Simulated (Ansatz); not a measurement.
Cost and result for the atomization energy of `N[SiH2][SiH2]CO` (14 atoms, 13 bonds).

```xyz
14

N     2.636    1.200    0.350
Si    1.436   -0.039    0.471
Si   -0.615    0.430   -0.581
C    -1.812   -1.046   -0.516
O    -2.103   -1.438    0.820
H     2.980    1.464   -0.560
H     2.552    2.011    0.942
H     1.200   -0.273    1.921
H     1.986   -1.281   -0.143
H    -0.393    0.832   -2.003
H    -1.287    1.580    0.101
H    -1.348   -1.913   -0.994
H    -2.729   -0.835   -1.083
H    -2.504   -0.693    1.275
```

Charge 0, multiplicity 1. The structure was optimised at the PBE0-D4/def2-TZVP level. It is one conformer, not always the lowest. Program: Ansatz. All runs use 4 threads of an AMD EPYC 9R45 on a shared host. Times are those of one run each, without the atoms' runs, and a repeat can differ threefold. Electronic energies, without spin–orbit coupling; frozen cores. CCSD(T)/CBS adds CCSD(T) − MP2 in def2-TZVPP to the MP2 limit, and its time is that of the two runs behind it. T1 = 0.012. B3LYP takes the VWN-RPA correlation (the form of Gaussian; ORCA's B3LYP/G).

CCSD(T)/CBS is a level of theory with its own doubt, some kJ/mol a heavy atom from the limit and from the frozen cores, so smaller differences don't rank the functionals.

```tsv
level	functions	atomization (kcal/mol)	difference from CCSD(T)/CBS	per bond
PBE-D4/def2-TZVPP (with forces)	303	1130.9	7.9	0.6
ωB97X-V/def2-TZVPP	303	1128.2	5.2	0.4
CCSD(T)/CBS(def2)	–	1123.0	0.0	0.0
MP2/def2-QZVPP	581	1115.1	-7.9	-0.6
ωB97M-V/def2-TZVPP (with forces)	303	1123.8	0.8	0.1
B3LYP-D4/def2-TZVPP (with forces)	303	1122.1	-0.9	-0.1
CCSD(T)/def2-TZVPP	303	1090.2	-32.8	-2.5
r2SCAN-D4/def2-TZVPP (with forces)	303	1118.8	-4.2	-0.3
B2PLYP/def2-TZVPP	303	1106.3	-16.7	-1.3
PBE0-D4/def2-TZVPP	303	1114.4	-8.6	-0.7
```

Task: Order the runs by time, with rough figures. (An estimate is asked.)

Result: Computed: PBE-D4/def2-TZVPP (with forces) 1.4 s; PBE0-D4/def2-TZVPP 1.7 s; r2SCAN-D4/def2-TZVPP (with forces) 2.3 s; B3LYP-D4/def2-TZVPP (with forces) 2.6 s; B2PLYP/def2-TZVPP 3.1 s; ωB97X-V/def2-TZVPP 3.9 s; ωB97M-V/def2-TZVPP (with forces) 5.5 s; MP2/def2-QZVPP 14 s; CCSD(T)/def2-TZVPP 3.9 min; CCSD(T)/CBS(def2) 4.1 min.

In def2-TZVPP, CCSD(T) changes the Hartree–Fock value by +287.9 kcal/mol (the triples alone add +14.2 kcal/mol) and MP2 by +293.2 kcal/mol; breaking electron pairs costs correlation energy, which Hartree–Fock lacks. The D4 term adds +10.9 kcal/mol with B3LYP and +5.8 kcal/mol with PBE0; it sums over pairs of atoms, weighted by their polarisabilities, and B3LYP, whose exchange is more repulsive, gets the larger term. From PBE to PBE0 (25 % exact exchange), in def2-TZVPP and without D4, the atomization energy moves by −15.5 kcal/mol: exact exchange takes away binding that semilocal exchange gives to molecules.
